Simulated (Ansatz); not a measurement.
`[OH][GeH]([OH])[Cl]` and `[OH][Ge]([OH])([F])[Cl]` differ in one atom or group.

Ansatz, PBE0-D4/def2-TZVP geometries, multiplicity 1. Each molecule was computed in one conformer, which needn't be the lowest.

Scalar relativity is left out up to krypton.

```csv
property,`[OH][GeH]([OH])[Cl]`
HOMO–LUMO gap (PBE0/def2-TZVPP) / eV,9.09
LUMO energy (PBE0/def2-TZVPP) / eV,-0.11
size of the dipole moment (ωB97M-V/def2-TZVPP) / D,1.00
HOMO–LUMO gap (B3LYP/def2-TZVPP) / eV,8.43
size of the dipole moment (B3LYP/def2-TZVPP) / D,0.99
LUMO energy (ωB97M-V/def2-TZVPP) / eV,1.74
```

(1) What does the change do to each property? (An estimate is asked.)

Answers

(1) Ansatz gave: 
```tsv
property	`[OH][Ge]([OH])([F])[Cl]`	shift
HOMO–LUMO gap (PBE0/def2-TZVPP) / eV	8.76	-0.33
LUMO energy (PBE0/def2-TZVPP) / eV	-0.93	-0.82
size of the dipole moment (ωB97M-V/def2-TZVPP) / D	1.92	0.92
HOMO–LUMO gap (B3LYP/def2-TZVPP) / eV	8.08	-0.35
size of the dipole moment (B3LYP/def2-TZVPP) / D	1.91	0.92
LUMO energy (ωB97M-V/def2-TZVPP) / eV	0.99	-0.75
```

With PBE0 the HOMO falls by 0.48 eV and the LUMO falls by 0.82 eV, so the gap narrows by about 0.34 eV. PBE moves the HOMO by -0.50 eV and ωB97M-V by -0.49 eV. Dipoles are sizes alone; their direction can turn.

B3LYP here is the variant with VWN-RPA as its local correlation; programs differ in this.
